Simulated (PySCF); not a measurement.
# Peak assignment

Molfile (atoms numbered from 1):
```
C2H13O2PSi3
     RDKit          3D

 21 20  0  0  0  0  0  0  0  0999 V2000
    3.3931    0.9274   -0.2759 C   0  0  0  0  0  0  0  0  0  0  0  0
    2.9695    0.1359    0.8192 O   0  0  0  0  0  0  0  0  0  0  0  0
    2.2723   -0.9975    0.4470 C   0  0  0  0  0  0  0  0  0  0  0  0
    1.0189   -0.7252   -0.0731 O   0  0  0  0  0  0  0  0  0  0  0  0
   -0.0138    0.2901    0.6605 Si  0  0  0  0  0  4  0  0  0  0  0  0
   -1.6396    0.3508   -0.8310 P   0  0  0  0  0  0  0  0  0  0  0  0
   -2.4333   -1.7311   -0.7806 Si  0  0  0  0  0  4  0  0  0  0  0  0
   -3.1081    1.4649    0.3983 Si  0  0  0  0  0  4  0  0  0  0  0  0
    2.5457    1.2328   -0.8953 H   0  0  0  0  0  0  0  0  0  0  0  0
    4.1104    0.3751   -0.8932 H   0  0  0  0  0  0  0  0  0  0  0  0
    3.8722    1.8050    0.1515 H   0  0  0  0  0  0  0  0  0  0  0  0
    2.8173   -1.5735   -0.3184 H   0  0  0  0  0  0  0  0  0  0  0  0
    2.1737   -1.5968    1.3602 H   0  0  0  0  0  0  0  0  0  0  0  0
   -0.3565   -0.2314    1.9900 H   0  0  0  0  0  0  0  0  0  0  0  0
    0.5092    1.6450    0.8316 H   0  0  0  0  0  0  0  0  0  0  0  0
   -3.6908   -1.7076   -1.5302 H   0  0  0  0  0  0  0  0  0  0  0  0
   -2.6995   -2.2110    0.5813 H   0  0  0  0  0  0  0  0  0  0  0  0
   -1.4599   -2.6056   -1.4306 H   0  0  0  0  0  0  0  0  0  0  0  0
   -3.3765    0.8433    1.6984 H   0  0  0  0  0  0  0  0  0  0  0  0
   -4.3477    1.5230   -0.3734 H   0  0  0  0  0  0  0  0  0  0  0  0
   -2.5656    2.8034    0.6180 H   0  0  0  0  0  0  0  0  0  0  0  0
  1  2  1  0
  2  3  1  0
  3  4  1  0
  4  5  1  0
  5  6  1  0
  6  7  1  0
  6  8  1  0
  1  9  1  0
  1 10  1  0
  1 11  1  0
  3 12  1  0
  3 13  1  0
  5 14  1  0
  5 15  1  0
  7 16  1  0
  7 17  1  0
  7 18  1  0
  8 19  1  0
  8 20  1  0
  8 21  1  0
M  END
```

Isolated molecule, one computed conformer, rapidly exchanging positions averaged, non-relativistic Hamiltonian. Shieldings: GIAO PBE0/pcSseg-1; GFN2-xTB geometry; PySCF.

Referencing at the same level of theory: $^{13}$C (σref 186.93) and $^{1}$H (σref 31.72) vs TMS.

Q: Assign these signals to the numbered atoms. $^{13}$C{$^{1}$H} NMR (computed): δ 94.7 (CH2), 57.0 (CH3).

A: 
| δ (ppm) | atoms | environment | reason |
| --- | --- | --- | --- |
| 94.7 | C3 | sp3 carbon bearing two oxygens | 2 electronegative neighbours deshield it |
| 57.0 | C1 | methyl carbon bonded to O | deshielded by the electronegative neighbour |

Q: Assign these signals to the numbered atoms. $^{1}$H NMR (500 MHz, computed): δ 5.17 (m, 2H), 5.00 (s, 2H), 4.05 (m, 6H), 3.61 (s, 3H).

A: 
5.17 → H14/H15, hydrogen on a silicon bonded to O, P
5.00 → H12/H13, hydrogen on an sp3 carbon bearing two oxygens: its carbon carries O, which withdraws density
4.05 → H16/H17/H18/H19/H20/H21, hydrogen on a silicon bonded to P
3.61 → H9/H10/H11, hydrogen on a methyl carbon bonded to O: its carbon carries O, hence the downfield position

Splittings by $^{31}$P in the carbon and heteronuclear signals aren't shown, as no couplings were computed. Shifts are as computed. Against solution values, carbons near 30 ppm lie about +3 ppm off and those near 130 ppm about +5 ppm. Of 1211 compounds with measured shifts, 218 miss one by over three times the rms of a fit or turn the order of signals round; such compounds aren't used in these exercises. No couplings were computed; multiplicities are counted from neighbouring protons, with m where these are inequivalent, close in shift, in a saturated or five-membered ring or joined by F or P, and br s for small geminal =CH2 splittings.
